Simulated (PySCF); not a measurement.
**Telling isomers of C₃H₁₁NP₂Si₂ apart by NMR**

Equivalent nuclei averaged, gas phase, non-relativistic, single conformer. GIAO PBE0/pcSseg-1 shieldings; coordinates at the GFN2-xTB level; PySCF 2.14.0 with density-fitted response routines.

References, each an isolated molecule treated in the same way: TMS for 1H and 13C. Splittings of carbon signals by F and P are missing where no couplings were computed. Where no couplings were computed, multiplicities follow the n + 1 count of equivalent neighbours, and m marks all less simple cases (inequivalent or close neighbours, rings, F or P nearby). Shifts are as computed. Against solution values, carbons near 30 ppm lie about +3 ppm off and those near 130 ppm about +5 ppm. Of 1211 compounds with measured shifts, 218 miss one by over three times the rms of a fit or turn the order of signals round; such compounds aren't used in these exercises. OH and NH positions are gas-phase values without hydrogen bonding to other molecules.

(1) Tabulate the signals of `CC#C[Si@@](N)(P)[SiH2]P`, `C=CC/P=P/N([SiH3])[SiH3]` and their relative energies.

(2) What is the quickest way to tell CC#C[Si@@](N)(P)[SiH2]P from C=CC/P=P/N([SiH3])[SiH3]?

## Answers

(1) 
```json
{"SMILES": "CC#C[Si@@](N)(P)[SiH2]P", "carbon types": "2×C 1×CH3", "δC": "113.4, 91.7, 5.9", "δH": "4.15 (m, 1H), 3.81 (m, 1H), 2.05 (s, 3H), 1.47 (m, 2H), 1.19 (m, 2H), 0.69 (br s, 2H)", "E rel. (kcal/mol)": "1.2"}
{"SMILES": "C=CC/P=P/N([SiH3])[SiH3]", "carbon types": "1×CH 2×CH2", "δC": "149.8, 119.9, 37.9", "δH": "6.55 (m, 1H), 5.60 (m, 1H), 5.18 (m, 1H), 5.03 (m, 6H), 3.84 (m, 2H)", "E rel. (kcal/mol)": "0.0"}
```

Energies are electronic energies at PBE0/pcSseg-1 on these geometries, without zero-point or thermal terms, each for the one conformer computed, which needn't be the lowest.

(2) Both give the same number of carbon signals, but DEPT or the intensities differ. The first has an alkyne carbon (C) at 113.4 ppm, the second an alkene CH at 149.8 ppm. In the proton spectra the most deshielded non-exchanging signals are 4.15 (m, 1H) and 6.55 (m, 1H).
